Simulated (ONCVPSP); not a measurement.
**Before and after: ONCV potential for nitrogen (N)**

```
Element                 : N (Z = 7)
Generator               : ONCVPSP 4.0.1
Type                    : optimised norm-conserving Vanderbilt (ONCV)
Functional              : PBEsol
Relativity              : scalar-relativistic
Frozen core             : [He]
Valence charge          : 5
Reference configuration : 2s2 2p2.5 (charge +0.5)
Partial waves           : 2s: rc 1.00 bohr, ncon 3, nbas 7, qcut 5.9 1/bohr, 3 projectors, debl 2.3 Ha; 2p: rc 1.85 bohr, ncon 4, nbas 9, qcut 8.7 1/bohr, 2 projectors, debl 2.2 Ha
Local potential         : polynomial inside 0.75 bohr (lpopt 5, dvloc0 3 Ha)
Core correction         : polynomial model core, fcfact 0.6
```

Change: s: qcut 3.9.

Cutoffs: the cutoffs (Ha) at which the residual kinetic energy of the hardest occupied pseudo-wave falls to 1 and 0.1 mHa per electron; they do not see the model core or the augmentation charge, which bear on the density cutoff. Errors are all-electron minus pseudo energies relative to the spin-unpolarised reference configuration.

**Question.** How do hardness, ghosts and transferability respond?

**Answer.** The potential gets harder (60 Ha and 142 Ha → 125 Ha and 201 Ha); a bound ghost appears in s, which as a rule spoils a file; the errors of the 4 common tests hardly move.

```tsv
quantity	base	changed
cutoff, loose	60 Ha	125 Ha
cutoff, tight	142 Ha	201 Ha
loose cutoff by channel	s 60 Ha, p 22 Ha	s 125 Ha, p 22 Ha
bound ghosts	none	s
GHOST(+) flags under 300 eV	none	none
error for 2s2 2p3, meV [ΔE -5.06 eV]	+5.0	+5.3
error for 2s2 2p2, meV [ΔE 8.46 eV]	+11	+11
error for 2s2 2p1, meV [ΔE 37.20 eV]	+187	+197
error for 2s1 2p0, meV [ΔE 161.60 eV]	+1401	+1401
s: phases at 1.01 bohr within 0.05 rad from the reference energy up to (Ha; the scan ends near 5)	to the end of the scan	to the end of the scan
p: phases at 1.88 bohr within 0.05 rad from the reference energy up to (Ha; the scan ends near 5)	to the end of the scan	to the end of the scan
rms error of d²Exc/dni dnj with the model core, mHa	1.65	1.77
```

 A true bound ghost makes a file unfit for plane-wave use even where its test errors are small: the radial tests pick states by their node count and pass the ghost by.
